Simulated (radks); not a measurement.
Problem. The thallium ion Tl3+, [Xe] 4f14 5d10. Method: non-relativistic Kohn-Sham, PBE, spin-polarised, spherical densities, point nucleus; computed with a radial shooting solver on a logarithmic mesh with Libxc functionals. Every spin shell is full or empty, so the densities are truly spherical. Functionals are evaluated on that one density, not self-consistently. Rank these orbital-free kinetic functionals by their error against the exact value of the orbitals, and give that value: Thomas-Fermi, TF + vW, TF + vW/9, TF + vW/5, LC94, revAPBEK, Perdew 92, Pearson, PG1, Ernzerhof.

Solution. Exact: 18959.3 hartree. From best to worst, with 100 (|E| - |E exact|)/|E exact| (equal figures are ties): LC94 +0.02, revAPBEK +0.18, Ernzerhof -0.47, Perdew 92 -0.67, TF + vW/9 -0.68, Pearson -0.83, TF + vW/5 +2.45, Thomas-Fermi -4.60, PG1 +12.35, TF + vW +30.66.
